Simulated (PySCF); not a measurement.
C₂H₉BSSi (SMILES CB(C)S[SiH3]), singlet, at a GFN2-xTB geometry; HF/6-31G, polarisability by finite fields run with PySCF.

Here is a job for PySCF.
```python
from pyscf import gto, scf

mol = gto.Mole()
mol.atom = '''
    Si    1.75282226    1.02335326   -0.11088822
    S     0.59355438   -0.70543197    0.43825630
    B    -1.10330733   -0.40503890   -0.03913501
    C    -2.16574486   -1.53570196    0.25625903
    C    -1.54033751    0.94726237   -0.73441722
    H     1.23088695    2.19205725    0.58886196
    H     1.68119027    1.20686043   -1.55635500
    H     3.08464979    0.65581173    0.33776717
    H    -2.64938181   -1.86244816   -0.66421871
    H    -2.96396679   -1.15927751    0.89587790
    H    -1.74305561   -2.41423687    0.73744644
    H    -2.60148667    0.97401539   -0.97269622
    H    -1.32843029    1.80764104   -0.09900643
    H    -0.99375679    1.11537485   -1.66271889
'''
mol.basis = '6-31g'
mol.verbose = 4
mol.build()

mf = scf.RHF(mol)
mf.conv_tol = 1e-6
mf.kernel()
h0, z, done = mf.get_hcore(), mol.intor('int1e_r')[2], []
def energy(F):
    f = mf.copy()
    f.scf_summary = {}
    f.get_hcore = lambda *a: h0 + F * z
    e = f.kernel(mf.make_rdm1())
    done.append(f.converged)
    return e
F = 0.001
alpha = -(energy(F) + energy(-F) - 2 * mf.e_tot) / F**2
print('alpha_zz =', alpha)
```

The log (banner, timings and long lists left out):

```
PySCF version 2.14.0

[INPUT] verbose = 4
[INPUT] num. atoms = 14
[INPUT] num. electrons = 56
[INPUT] charge = 0
[INPUT] spin (= nelec alpha-beta = 2S) = 0
[INPUT] symmetry False subgroup None
[INPUT] Mole.unit = angstrom
[INPUT] Symbol           X                Y                Z      unit          X                Y                Z       unit  Magmom
[INPUT]  1 Si     1.752822260000   1.023353260000  -0.110888220000 AA    3.312354016441   1.933857390081  -0.209548366241 Bohr   0.0
[INPUT]  2 S      0.593554380000  -0.705431970000   0.438256300000 AA    1.121655218236  -1.333073222812   0.828184379365 Bohr   0.0
[INPUT]  3 B     -1.103307330000  -0.405038900000  -0.039135010000 AA   -2.084948684925  -0.765412590795  -0.073954450782 Bohr   0.0
[INPUT]  4 C     -2.165744860000  -1.535701960000   0.256259030000 AA   -4.092664641085  -2.902056113358   0.484259383647 Bohr   0.0
[INPUT]  5 C     -1.540337510000   0.947262370000  -0.734417220000 AA   -2.910816033294   1.790066447406  -1.387847406964 Bohr   0.0
[INPUT]  6 H      1.230886950000   2.192057250000   0.588861960000 AA    2.326039225801   4.142387851867   1.112787829575 Bohr   0.0
[INPUT]  7 H      1.681190270000   1.206860430000  -1.556355000000 AA    3.176989173584   2.280635683275  -2.941084702597 Bohr   0.0
[INPUT]  8 H      3.084649790000   0.655811730000   0.337767170000 AA    5.829143293297   1.239304558977   0.638287445169 Bohr   0.0
[INPUT]  9 H     -2.649381810000  -1.862448160000  -0.664218710000 AA   -5.006606020304  -3.519516943600  -1.255191448712 Bohr   0.0
[INPUT] 10 H     -2.963966790000  -1.159277510000   0.895877900000 AA   -5.601085475406  -2.190716996268   1.692963872050 Bohr   0.0
[INPUT] 11 H     -1.743055610000  -2.414236870000   0.737446440000 AA   -3.293897722787  -4.562246484127   1.393571803136 Bohr   0.0
[INPUT] 12 H     -2.601486670000   0.974015390000  -0.972696220000 AA   -4.916097323007   1.840622328211  -1.838129458200 Bohr   0.0
[INPUT] 13 H     -1.328430290000   1.807641040000  -0.099006430000 AA   -2.510369423677   3.415946497124  -0.187095037271 Bohr   0.0
[INPUT] 14 H     -0.993756790000   1.115374850000  -1.662718890000 AA   -1.877928167527   2.107752992728  -3.142083324241 Bohr   0.0

nuclear repulsion = 267.50076888104
number of shells = 47
number of NR pGTOs = 194
number of NR cGTOs = 71
basis = 6-31g
ecp = {}

******** <class 'pyscf.scf.hf.RHF'> ********
method = RHF
initial guess = minao
damping factor = 0
level_shift factor = 0
DIIS = <class 'pyscf.scf.diis.CDIIS'>
diis_start_cycle = 1
diis_space = 8
diis_damp = 0
SCF conv_tol = 1e-06
SCF conv_tol_grad = None
SCF max_cycles = 50
direct_scf = True
direct_scf_tol = 1e-13
Set gradient conv threshold to 0.001
Initial guess from minao.
init E= -792.588639258562
  HOMO = -0.305413234894669  LUMO = 0.0550325380512913  gap/eV = 9.80823
cycle= 1 E= -791.973384485892  delta_E= 0.615  |g|= 0.333  |ddm|= 3.08
  HOMO = -0.359648916185788  LUMO = 0.104497299054517  gap/eV = 12.63006
cycle= 2 E= -792.022224320621  delta_E= -0.0488  |g|= 0.0934  |ddm|= 0.826
  HOMO = -0.384811998094195  LUMO = 0.117850615621084  gap/eV = 13.67815
cycle= 3 E= -792.025911091789  delta_E= -0.00369  |g|= 0.0313  |ddm|= 0.267
  HOMO = -0.37573335843558  LUMO = 0.119903212231959  gap/eV = 13.48696
cycle= 4 E= -792.026353076707  delta_E= -0.000442  |g|= 0.00486  |ddm|= 0.0805
  HOMO = -0.377293589146214  LUMO = 0.118723448791043  gap/eV = 13.49731
cycle= 5 E= -792.026366743014  delta_E= -1.37e-05  |g|= 0.00141  |ddm|= 0.0171
  HOMO = -0.377356095477272  LUMO = 0.118796246597244  gap/eV = 13.50099
cycle= 6 E= -792.026368033185  delta_E= -1.29e-06  |g|= 0.000395  |ddm|= 0.00543
  HOMO = -0.377295315269147  LUMO = 0.118864678268022  gap/eV = 13.50120
cycle= 7 E= -792.026368161636  delta_E= -1.28e-07  |g|= 0.000128  |ddm|= 0.00144
  HOMO = -0.377316188076744  LUMO = 0.11886057885417  gap/eV = 13.50166
Extra cycle  E= -792.02636817681  delta_E= -1.52e-08  |g|= 5.88e-05  |ddm|= 0.000381
converged SCF energy = -792.02636817681

******** <class 'pyscf.scf.hf.RHF'> ********
method = RHF
initial guess = minao
damping factor = 0
level_shift factor = 0
DIIS = <class 'pyscf.scf.diis.CDIIS'>
diis_start_cycle = 1
diis_space = 8
diis_damp = 0
SCF conv_tol = 1e-06
SCF conv_tol_grad = None
SCF max_cycles = 50
direct_scf = True
direct_scf_tol = 1e-13
Overwritten attributes  get_hcore  of <class 'pyscf.scf.hf.RHF'>
Set gradient conv threshold to 0.001
init E= -792.02597463996
  HOMO = -0.376705102606777  LUMO = 0.118529964722344  gap/eV = 13.47603
cycle= 1 E= -792.026000119178  delta_E= -2.55e-05  |g|= 0.00135  |ddm|= 0.0254
  HOMO = -0.37713246887822  LUMO = 0.118522811499391  gap/eV = 13.48747
cycle= 2 E= -792.02600107832  delta_E= -9.59e-07  |g|= 0.000427  |ddm|= 0.0037
  HOMO = -0.377027716046926  LUMO = 0.118542120914143  gap/eV = 13.48514
Extra cycle  E= -792.026001181375  delta_E= -1.03e-07  |g|= 0.000161  |ddm|= 0.00116
converged SCF energy = -792.026001181375

******** <class 'pyscf.scf.hf.RHF'> ********
method = RHF
initial guess = minao
damping factor = 0
level_shift factor = 0
DIIS = <class 'pyscf.scf.diis.CDIIS'>
diis_start_cycle = 1
diis_space = 8
diis_damp = 0
SCF conv_tol = 1e-06
SCF conv_tol_grad = None
SCF max_cycles = 50
direct_scf = True
direct_scf_tol = 1e-13
Set gradient conv threshold to 0.001
init E= -792.026761713661
  HOMO = -0.377925878322247  LUMO = 0.11919063471266  gap/eV = 13.52723
cycle= 1 E= -792.026787167207  delta_E= -2.55e-05  |g|= 0.00135  |ddm|= 0.0253
  HOMO = -0.377509794476188  LUMO = 0.119202263490665  gap/eV = 13.51622
cycle= 2 E= -792.026788119787  delta_E= -9.53e-07  |g|= 0.000424  |ddm|= 0.00369
  HOMO = -0.377614950500143  LUMO = 0.11918383928764  gap/eV = 13.51858
Extra cycle  E= -792.026788221489  delta_E= -1.02e-07  |g|= 0.000162  |ddm|= 0.00114
converged SCF energy = -792.026788221489
alpha_zz = 53.049243206260144
```
